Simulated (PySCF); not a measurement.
Zn(F)(Et) (C2H5FZn), SMILES C[CH2][Zn][F]. Atoms are numbered in the order given.

```xyz
9

Zn     0.1008    -0.4761     0.0000
F     -0.3470    -2.1720     0.0000
C      0.6066     1.4014     0.0000
C     -0.5674     2.3880     0.0000
H      1.2507     1.5637    -0.8812
H      1.2507     1.5637     0.8812
H     -1.2112     2.2669     0.8864
H     -1.2112     2.2669    -0.8864
H     -0.2138     3.4342     0.0000
```
Charge 0, spin multiplicity 1.

Coordinates come from a B3LYP-D3(BJ)/def2-SVP optimisation. The structure was generated by enumeration; whether it is a known compound was not checked. Other conformers were not sampled.

Method: HF/def2-TZVP run with PySCF.

ESP charges are fitted to the potential on shells at 1.4 to 2.0 van der Waals radii. Atomic charges (e):

```tsv
atom	Löwdin	ESP fit	Mulliken	IAO
Zn1	0.67	0.96	0.89	1.41
F2	-0.42	-0.63	-0.64	-0.86
C3	-0.50	-0.62	-0.44	-0.77
C4	-0.32	0.22	-0.32	-0.34
H5	0.13	0.09	0.11	0.11
H6	0.13	0.09	0.11	0.11
H7	0.11	-0.05	0.10	0.11
H8	0.11	-0.05	0.10	0.11
H9	0.11	-0.01	0.10	0.11
```
